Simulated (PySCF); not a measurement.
Point-charge models of `C#CCn1cccn1` against its computed dipole.

Coordinates (GFN2-xTB, Å) and charges (e) from the PBE0/pcSseg-1 density (PySCF):

```tsv
atom	x	y	z	Mulliken	IAO	Hirshfeld	ESP-fitted
C1	-2.975	0.738	0.125	-0.3172	-0.2239	-0.1038	-0.5770
C2	-2.123	-0.091	-0.007	+0.0782	-0.0384	-0.0426	+0.2054
C3	-1.052	-1.062	-0.144	+0.1690	-0.1696	+0.0075	-0.3030
N4	0.240	-0.424	-0.132	-0.4549	+0.0435	+0.0438	+0.4702
C5	0.744	0.394	0.813	+0.2591	-0.1110	-0.0245	-0.1415
C6	2.004	0.752	0.394	-0.3055	-0.2475	-0.1015	-0.4658
C7	2.167	0.089	-0.830	+0.1434	-0.0783	-0.0331	+0.1633
N8	1.092	-0.613	-1.132	-0.2348	-0.2564	-0.1507	-0.5517
H9	-3.736	1.452	0.231	+0.0521	+0.2057	+0.0967	+0.3575
H10	-1.139	-1.586	-1.101	+0.1677	+0.2020	+0.0721	+0.1833
H11	-1.119	-1.795	0.672	+0.1632	+0.1748	+0.0650	+0.1350
H12	0.183	0.658	1.687	+0.1002	+0.1701	+0.0603	+0.1648
H13	2.703	1.392	0.891	+0.0870	+0.1639	+0.0532	+0.2306
H14	3.012	0.095	-1.489	+0.0927	+0.1650	+0.0577	+0.1289
```

**Question.** What dipole does each set of charges give (1 e·Å = 4.803 D), and what does the density give?

**Answer.** The full density gives (-1.13, 0.30, 1.73) D, 2.08 D in size; dipole vectors point from the negative to the positive end.

| scheme | μx | μy | μz | size (D) | share of the full size (%) | angle to the full dipole (°) |
| --- | --- | --- | --- | --- | --- | --- |
| Mulliken | 0.43 | -2.34 | 1.34 | 2.72 | 131 | 79 |
| IAO | -1.51 | -0.28 | 1.38 | 2.07 | 99 | 21 |
| Hirshfeld | -1.17 | -0.32 | 0.81 | 1.46 | 70 | 30 |
| ESP-fitted | -1.10 | 0.25 | 1.74 | 2.07 | 99 | 1 |

**Question.** Which set comes closest?

**Answer.** Length of the difference vector: ESP-fitted 0.05 D, IAO 0.77 D, Hirshfeld 1.11 D, Mulliken 3.09 D. Closest: ESP-fitted. 

**Question.** What is left for the Hirshfeld atoms' own dipoles?

**Answer.** The Hirshfeld atoms' densities add up to the full density, so μ = Σ q r + Σ (atomic dipoles). The atomic dipoles sum to (-1.13, 0.30, 1.73) − (-1.17, -0.32, 0.81) = (0.04, 0.62, 0.92) D, 1.11 D in size.

**Question.** With the origin at the mean of the coordinates, (0.000, 0.000, -0.002) Å, which are the largest single terms, by size, of the Mulliken dipole along the direction of the full one?

**Answer.** C1 -2.78, N8 +1.82, C7 -1.27, H14 -1.27, C6 +0.96 D; all 14 atoms together +0.54 D. The single terms depend on the origin, their sum doesn't.

**Question.** Give the size of the full dipole in other units.

**Answer.** 2.08 D = 0.820 au = 0.434 e·Å = 6.95 × 10⁻³⁰ C·m.

The structure is a single GFN2-xTB conformer in the gas phase; no vibrational or solvent corrections.

These values come from a run that also computed NMR shieldings. The run took 31 s wall on one thread of an Arm Neoverse N1, on a shared host, and the process peaked at 0.73 GiB of memory.

The values belong to the conformer `[CH:1]#[C:2][CH2:3][n:4]1[cH:5][cH:6][cH:7][n:8]1`: C2–C3–N4–C5 55°.
